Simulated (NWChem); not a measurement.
Molecule: BNH$_{3}$, doublet; SMILES [BH]N

Program: NWChem. Spin-unrestricted. In the optimisation the excess spin sits in a' (Cs, its own frame). Structure relaxed at the PBE-D3(BJ)/def2-SVP, spin-unrestricted level. No stability test was run on the SCF state.

Order these by “dipole (D)”, lowest first: PBE0/aug-cc-pVDZ; PBE0/cc-pVTZ; PBE0/cc-pVDZ.

PBE0/aug-cc-pVDZ (2.25), PBE0/cc-pVTZ (2.33), PBE0/cc-pVDZ (2.45)
